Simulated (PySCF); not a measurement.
## Computed data sheet: `[CH2]N(C)B(N(C)C)N(C)C` [radical]

Species: C6H17BN3 (doublet state).
Bonds: C1–N2, N2–C3, N2–B4, B4–N5, N5–C6, N5–C7, B4–N8, N8–C9, N8–C10. Hydrogens: H11, H12 on C1; H13, H14, H15 on C3; H16, H17, H18 on C6; H19, H20, H21 on C7; H22, H23, H24 on C9; H25, H26, H27 on C10.

From PBE0-D3(BJ)/def2-SVP geometry optimisation, gas phase (PySCF):

| Quantity | Value |
| --- | --- |
| Rotational constants A, B, C | 1.353, 1.319, 0.770 GHz |
| Dipole moment | 0.99 D |

UKS B3LYP, IGLO-III on B C N, pcH-1 on H, non-relativistic, mean-field spin-orbit, GIAO (PySCF):

| Quantity | Value |
| --- | --- |
| Isotropic g value | 2.00282 |
| Principal g values | 2.00221, 2.00288, 2.00338 |
| Spin squared ⟨S²⟩ | 0.754 |
| Largest Mulliken spin population | 0.92 on C1 |
| Largest isotropic hyperfine couplings (means over sets of like nuclei) | 13C +77.4 (C1), 1H -51.0 (H12), 1H -46.2 (H11), 1H +12.0 (H13/H14/H15), 13C -6.4 (C3) MHz |

Monoisotopic mass from the formula: 142.1516 u.

The dipole equals about 3.3 × 10⁻³⁰ C·m (1 D = 3.33564 × 10⁻³⁰ C·m). At 9.50 GHz, hν = g·μB·B₀ (B₀ the magnetic field) puts the centre of the isotropic spectrum, to first order, at 338.9 mT. The rotational constants make it an asymmetric top with κ = (2B − A − C)/(A − C) = 0.89, nearer the oblate limit (+1). With B = h/(8π²I), that is 505.379 GHz u Å² over I, the principal moments of inertia are 373.6, 383.0 and 656.0 u Å² (most abundant isotopes). ⟨S²⟩ is 0.004 above the pure-spin value S(S + 1) = 0.75.

Couplings of like nuclei are plain means over topologically equivalent atoms, as if these changed places fast (by rotation of a methyl-like group, say); in this geometry the members of some sets differ.

Shape of the structure used: `[CH2:1][N:2]([CH3:3])[B:4]([N:5]([CH3:6])[CH3:7])[N:8]([CH3:9])[CH3:10]`: C1–N2–B4–N5 -147°, N2–B4–N5–C6 -147°, N2–B4–N8–C9 -149°.

One conformer stands for the species.
